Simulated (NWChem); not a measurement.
System: SbCl$_{2}$ cation; SMILES [Cl][Sb+][Cl]

The following NWChem deck was run.

```
start job
memory heap 200 mb stack 900 mb global 1100 mb
charge 1
geometry units angstroms noautoz
  Sb     0.000000     0.000000     0.586487
  Cl     1.785872     0.000000    -0.887194
  Cl    -1.785872     0.000000    -0.887194
end
basis spherical
  * library 3-21g
end
dft
  xc pbe0
  iterations 150
  mulliken
end
task dft energy
```

All runs use the structure optimised with PBE-D3(BJ)/def2-SVP (def2 core potentials past Kr).

**Question.** What results follow from this input? (PBE0/3-21G, non-relativistic.) Quantities: basis functions; energy (Ha); highest occupied level (eV); orbital gap (eV).

**Answer.** 
* **number of basis functions**: 57
* **energy (Ha)**: -7203.27
* **highest occupied level (eV)**: -15.07
* **orbital gap (eV)**: 4.15
